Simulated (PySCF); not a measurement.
Ga(Br)2(OH) (Br2GaHO), SMILES [Ga]([OH])([Br])[Br].

Geometry optimised at PBE0-D3(BJ)/def2-SVP. The structure was generated by enumeration; whether it is a known compound was not checked. Other conformers were not sampled.

All values below come from PBE0-D3(BJ)/def2-SVP in PySCF 2.14.0.

Frequencies are harmonic and unscaled.

| mode | ν (cm⁻¹) | IR (km/mol) | Raman (Å⁴/amu) | depolarisation | moving atoms (share of kinetic energy) |
|---|---|---|---|---|---|
| 1 | 87 | 2.4 | 2.1 | 0.69 | Br 68 %, Ga 26 % |
| 2 | 143 | 9.0 | 0.0 | – | Ga 57 %, O 31 %, Br 9 % |
| 3 | 153 | 14.9 | 1.8 | 0.73 | O 70 %, Br 15 %, H 11 % |
| 4 | 272 | 7.7 | 9.4 | 0.11 | Br 67 %, Ga 25 % |
| 5 | 350 | 114.4 | 0.6 | 0.75 | H 91 %, O 8 % |
| 6 | 356 | 72.1 | 1.4 | 0.73 | Ga 63 %, Br 36 % |
| 7 | 733 | 107.0 | 10.0 | 0.15 | O 80 %, Ga 19 % |
| 8 | 822 | 99.0 | 1.3 | 0.75 | H 91 % |
| 9 | 3899 | 103.5 | 114.0 | 0.27 | H 94 % |
